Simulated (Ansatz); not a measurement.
Consider the formal exchange of groups at the Se–C bond: `F[SiH2]OC[SeH]` + `ClBCl` → `ClB(Cl)[SeH]` + `CO[SiH2]F`.

Computed with Ansatz on PBE0-D4/def2-TZVP structures; ΔE is electronic, products minus reactants. CBS: MP2 limit from def2 TZ/QZ plus the TZ coupled-cluster correction, frozen cores. This one scheme is used for every species. DFT in def2-TZVPP. B3LYP here is the variant with VWN-RPA as its local correlation; programs differ in this. HSE06 is defined as in plane-wave codes. For Se outer-core shells are correlated without core-valence functions, which leaves a few kJ/mol of doubt a bond. Scalar relativity is left out up to krypton. One conformer a species, not always the lowest.

```tsv
level	ΔE (kcal/mol)	difference from CCSD(T)/CBS
LDA (SPW92)	-24.5	-0.2
PBE-D4	-24.0	0.3
revPBE-D4	-23.6	0.7
BLYP-D4	-22.6	1.7
r2SCAN-D4	-24.6	-0.3
B97M-V	-25.4	-1.1
PBE0-D4	-24.5	-0.2
B3LYP-D4	-23.3	1.0
r2SCANh-D4	-24.7	-0.4
r2SCAN0-D4	-24.9	-0.6
HSE06-D4	-24.5	-0.2
BHLYP-D4	-23.7	0.6
CAM-B3LYP-D4	-23.4	0.9
ωB97X-V	-23.5	0.8
ωB97M-V	-23.5	0.8
PBE-QIDH	-25.2	-0.9
PBE	-24.2	0.1
BLYP	-23.0	1.3
r2SCAN	-24.7	-0.4
PBE0	-24.7	-0.4
B3LYP	-23.5	0.8
r2SCANh	-24.8	-0.5
r2SCAN0	-25.0	-0.7
HSE06	-24.7	-0.4
BHLYP	-23.8	0.5
CAM-B3LYP	-23.6	0.7
RPA@PBE/def2-TZVPP	-23.1	1.2
HF/def2-SVP	-24.7	-0.4
MP2/def2-SVP	-26.7	-2.4
CCSD/def2-SVP	-25.5	-1.2
HF/def2-TZVPP	-23.3	1.0
MP2/def2-TZVPP	-25.2	-0.9
SCS-MP2/def2-TZVPP	-24.2	0.1
CCSD/def2-TZVPP	-23.7	0.6
CCSD(T)/def2-TZVPP	-23.8	0.5
HF/def2-QZVPP	-23.2	1.1
MP2/def2-QZVPP	-25.5	-1.2
SCS-MP2/def2-QZVPP	-24.5	-0.2
MP2/CBS(def2)	-25.8	-1.5
CCSD/CBS(def2)	-24.2	0.1
CCSD(T)/CBS	-24.3	0
```

Largest T1 diagnostic among the species: 0.012.

From BLYP to BHLYP (50 % exact exchange), in def2-TZVPP and without D4, ΔE moves by −0.8 kcal/mol. At CCSD(T), def2-SVP lies −1.1 kcal/mol from the extrapolated value and def2-TZVPP +0.5 kcal/mol. Leaving LDA and LC-ωPBE aside and taking each functional with its dispersion term where it has one, the values spread over 2.8 kcal/mol, from B97M-V to BLYP-D4.
